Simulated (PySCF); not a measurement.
## Which element holds Br most strongly?

CCSD(T) extrapolated to the basis-set limit (PySCF; BBr CCSD(T)/CBS(TQ)+CV, GaBr CCSD(T)/CBS(DT), GeBr CCSD(T)/CBS(DT), InBr CCSD(T)/CBS(DT)+CV, SbBr CCSD(T)/CBS(DT), SiBr CCSD(T)/CBS(TQ), ZnBr CCSD(T)/CBS(DT); CV core-valence, SR scalar-relativistic term); no spin–orbit coupling. D0 is De less the harmonic zero-point energy.

```csv
M,state (unpaired electrons),Re (Å),ωe (cm⁻¹),D0(MBr) (eV)
Ge,doublet (π ↑),2.319,296,3.51
Sb,triplet (π ↑↑),2.489,261,2.62
B,singlet (closed shell),1.886,688,4.54
Si,doublet (π ↑),2.228,425,3.85
Ga,singlet (closed shell),2.360,267,4.30
Zn,doublet (σ ↑),2.275,283,1.68
In,singlet (closed shell),2.549,223,4.17
```

**Question.** Order the elements by D0 and give the energy of GaBr + Ge → GeBr + Ga.

**Answer.** B > Ga > In > Si > Ge > Sb > Zn; ΔE = 4.30 − 3.51 = +0.79 eV at composite CCSD(T). Close neighbours can swap at other levels.

Correlated steps freeze the inner cores (10 to 14 orbitals); shallow outer-core shells are correlated. These are scalar-relativistic numbers at best; spin–orbit coupling would shift them, the dissociation energy most. Where the molecule has an RHF reference, its open-shell atoms are computed with UHF. States were picked by a PBE0 search and need not be the measured ground states.
